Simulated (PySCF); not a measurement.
MBr for M along the fourth-period p block

r²SCAN with triple-zeta basis sets in PySCF, for the lowest determinant that a PBE0 search found; no spin–orbit coupling. De refers to high-spin ground-configuration atoms. A positive dipole means M(−)Br(+).

```csv
M,basis,state (unpaired electrons),Re (Å),ωe (cm⁻¹),De (eV),μ (D)
Ga,def2-TZVPP,singlet (closed shell),2.365,269,4.49,-2.27
Ge,def2-TZVPP,doublet (π ↑),2.325,296,3.81,-1.38
As,def2-TZVPPD,triplet (π ↑↑),2.298,314,2.99,-0.88
Se,def2-TZVPP,doublet (π ↑),2.275,327,2.64,-0.13
Br,def2-TZVPP,singlet (closed shell),2.296,324,2.30,n/a
```

(1) By what factor does the bond length vary along the series?

The rows differ in basis set, which adds steps of its own.

The state changes along the series, so neighbouring rows are not always alike in their bonding.

States were picked by a PBE0 search and need not be the measured ground states.

Answers

(1) At r²SCAN it runs from 2.275 Å (SeBr) to 2.365 Å (GaBr), a factor of 1.04.
